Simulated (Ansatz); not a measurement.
Program: Ansatz. Geometries: PBE0-D4/def2-TZVP. ΔE: electronic, gas phase. CCSD(T)/CBS adds triple-zeta CCSD(T) − MP2 to the extrapolated MP2 energy (def2 sets, frozen cores). DFT in def2-TZVPP. HSE06 is defined as in plane-wave codes. For Br, Ga outer-core shells are correlated without core-valence functions, which leaves a few kJ/mol of doubt a bond. Scalar relativity is left out up to krypton. One conformer a species, not always the lowest.

Consider the redistribution: `[CH3][Al]([OH])[Br]` + `[CH3][Ga]([NH2])[OH]` → `[NH2][Al]([OH])[Br]` + `[CH3][Ga]([CH3])[OH]`.

`[CH3][Al]([OH])[Br]`:

Z-matrix (Å, degrees):
```
C
Al 1 1.930
H 1 1.093 2 110.8
H 1 1.092 2 111.3 3 120.8
H 1 1.093 2 110.8 3 -118.4
O 2 1.689 1 120.9 3 -121.0
Br 2 2.266 1 121.3 3 59.0
H 6 0.956 2 123.2 1 -180.0
```

`[CH3][Ga]([NH2])[OH]`:

Cartesian coordinates in Å:
```
C 0.908 -1.298 0.180
Ga -0.092 0.378 0.068
N -1.604 0.650 -0.886
O 0.401 1.876 0.928
H 0.972 -1.635 1.217
H 0.431 -2.082 -0.409
H 1.926 -1.160 -0.190
H -2.080 1.535 -0.910
H -2.062 -0.048 -1.445
H 1.199 1.783 1.449
```

`[NH2][Al]([OH])[Br]`:

```xyz
7

N    -1.163   -0.069    0.421
Al    0.349    0.224   -0.421
O     1.842   -0.394    0.063
Br    0.317    1.503   -2.265
H    -1.276   -0.622    1.254
H    -2.047    0.306    0.120
H     1.979   -0.947    0.829
```

`[CH3][Ga]([CH3])[OH]`:

```xyz
11

C    -0.431   -1.823    0.325
Ga    0.215   -0.072   -0.263
C    -0.229    1.715    0.431
O     1.381   -0.181   -1.631
H    -0.169   -2.000    1.372
H     0.008   -2.612   -0.285
H    -1.519   -1.882    0.249
H     0.113    1.812    1.465
H    -1.311    1.867    0.433
H     0.232    2.508   -0.159
H     1.711    0.666   -1.936
```

| level | ΔE (kcal/mol) |
| --- | --- |
| BLYP-D4 | -6.8 |
| HSE06-D4 | -6.2 |
| CAM-B3LYP-D4 | -6.8 |
| HF/def2-QZVPP | -6.9 |

Task: What does CCSD(T)/CBS give? (Estimate.)

Result: Computed: -6.8 kcal/mol. The listed levels differ from it by 0.0, 0.6, 0.0, -0.1 kcal/mol.

Largest T1 diagnostic among the species: 0.013.

At CCSD(T), def2-SVP lies +1.7 kcal/mol from the extrapolated value and def2-TZVPP −0.1 kcal/mol. Leaving LDA and LC-ωPBE aside and taking each functional with its dispersion term where it has one, the values, not all of them listed here, spread over 1.2 kcal/mol, from BHLYP-D4 to PBE-D4.
